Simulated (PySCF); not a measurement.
# Frontier orbitals and the lowest excitations

Compound: C3HN3S.
Atom-mapped SMILES: `[N:1]#[C:2][c:3]1[n:4][cH:5][s:6][n:7]1` (hydrogens: H8 on C5)

Geometry (GFN2-xTB, Å), atoms numbered from 1 in this order:
```
atom  x, y, z in Å
N1     3.0753   -0.2381   -0.0387
C2     1.9588   -0.0717    0.1478
C3     0.5759    0.1245    0.3752
N4    -0.3295   -0.8234    0.0334
C5    -1.5086   -0.4118    0.3386
S6    -1.4834    1.1703    1.0568
N7     0.1260    1.2315    0.9242
H8    -2.4056   -0.9718    0.1730
```

Method used: TDDFT CAM-B3LYP/def2-SVPD, vertical, gas phase, core orbitals frozen in the response in PySCF 2.14.0, density-fitted response routines.

Frontier orbitals with the atoms that hold most of them (Löwdin shares over 4%, at most four atoms; ? is withheld):

| orbital | ε (eV) | atoms |
| --- | --- | --- |
| HOMO-3 | -11.42 | N7 51%, S6 16%, C5 12%, C3 8% |
| HOMO-2 | -11.38 | N4 31%, N7 26%, C5 17%, S6 17% |
| HOMO-1 | -10.70 | ? |
| HOMO | ? | S6 30%, N1 14%, C3 14%, N7 14% |
| LUMO | -1.41 | ? |
| LUMO+1 | 0.10 | N4 29%, C5 22%, N1 11%, C2 10% |
| LUMO+2 | 0.11 | S6 69%, N7 10%, C5 8% |

(1) Give the leading atoms of the HOMO-1.

(2) Give the leading atoms of the LUMO.

(3) What is the HOMO energy, and the HOMO–LUMO gap?

## Answers

(1) N4 (bonded to 2 C) 56%; N7 (bonded to C and S) 16%; S6 (bonded to C and N) 12%; C5 (bonded to N, S and H) 7%. By element: nitrogen 72% or more, sulfur 12%, carbon 7% or more.

(2) N7 (bonded to C and S) 25%; S6 (bonded to C and N) 23%; C5 (bonded to N, S and H) 16%; C3 (bonded to C and 2 N) 14%. By element: carbon 29% or more, nitrogen 25% or more, sulfur 23%.

(3) ε(HOMO) = -9.91 eV; the gap is 8.50 eV (0.3122 hartree).

Q: How does S1 compare with the orbital gap of 8.50 eV?

A: S1 is at 5.20 eV (f = 0.0009), 3.29 eV below the gap, made of HOMO-1→LUMO (93%). Its leading pair isn't HOMO and LUMO; the energies of that pair differ by 9.29 eV. Without the coupling terms of the response equations the lowest excitation would equal the gap.

Q: One configuration dominates each of S1 and S2. Which, and how do the shares of the two leading atoms of either orbital change from the occupied to the empty one?

A: 
- S1 (5.20 eV, f 0.0009), HOMO-1→LUMO (93%): N4 56% → at most 14%, N7 16% → 25%, S6 12% → 23%
- S2 (5.65 eV, f 0.187), HOMO→LUMO (90%): S6 30% → 23%, N1 14% → at most 14%, N7 14% → 25%

Löwdin shares depend on the basis, the more so with diffuse functions.
